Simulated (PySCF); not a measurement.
Constitutional and geometric isomers with formula C3H7B. All species are isolated molecules in the gas phase. One relaxed conformer stands for each flexible species; it need not be the lowest. Strings in code marks are SMILES.

Method: PySCF 2.14.0 with PBE-D3(BJ)/def2-TZVP. All candidates: neutral, multiplicity 1. Excitations are Tamm–Dancoff values on a coarser integration grid. The basis has no diffuse functions, so Rydberg states are missing or too high.

```
Property               Result
-------------------  --------
S1 excitation (TDA)   4.81 eV
HOMO                 -6.87 eV
LUMO                 -2.96 eV
```

### Question
Identify which member has these values.
(A) `[H]/B=C/CC`
(B) `C[C@@H]1BC1`
(C) `BC(=C)C`
(D) `BCC=C`

### Answer
C, `BC(=C)C`. The others give `BCC=C`: 3.87 eV, -6.13 eV, -2.35 eV; `[H]/B=C/CC`: 2.86 eV, -5.21 eV, -2.39 eV; `C[C@@H]1BC1`: 3.72 eV, -5.88 eV, -2.33 eV
